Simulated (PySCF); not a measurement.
TMS, C4H12Si.
Z-matrix (Å and degrees, GFN2-xTB geometry), rows numbered from 1:
```
C 
Si  1  1.9091
C   2  1.9090  1  109.48
C   2  1.9092  1  109.61  3   120.03
C   2  1.9090  1  109.53  3  -119.99
H   1  1.0859  2  111.36  3   -60.01
H   1  1.0859  2  111.41  3   179.92
H   1  1.0859  2  111.34  3    59.91
H   3  1.0859  2  111.36  1  -179.63
H   3  1.0859  2  111.40  1    60.35
H   3  1.0858  2  111.36  1   -59.65
H   4  1.0858  2  111.41  1   -59.95
H   4  1.0859  2  111.42  1    60.09
H   4  1.0860  2  111.34  1  -179.88
H   5  1.0859  2  111.43  1   -60.12
H   5  1.0858  2  111.39  1    59.92
H   5  1.0859  2  111.35  1   179.91
```

Computed with B3LYP/6-311+G(2d,p) in PySCF (dipole) on a GFN2-xTB geometry, gas phase.

Take the most abundant isotopes and a rigid rotor. 

Question: What are A, B and C (MHz)?

Answer: Ia = 167.53, Ib = 167.76, Ic = 167.83 u·Å²; 505379 MHz·u·Å²/I gives A = 3017, B = 3012, C = 3011 MHz.

Question: Classify the top.

Answer: A spherical top, as the point group Td requires three equal moments; the computed ones differ by 0.18 % because the geometry is symmetric only within the optimiser's tolerance.

The point group Td allows no dipole (computed: 0.00 D), so a rigid rotor has no electric-dipole lines.

Question: Estimate the classical rotational partition function at 25 K, 200 K and 298.15 K.

Answer: Point group Td, symmetry number σ = 12; q = (√π/σ)·√((kT/h)³/(ABC)), k/h = 20836.6 MHz/K: 336 at 25 K, 7600 at 200 K, 13800 at 298.15 K.

Not checked by GFN2-xTB frequencies. Zero-point vibration and centrifugal distortion are left out.
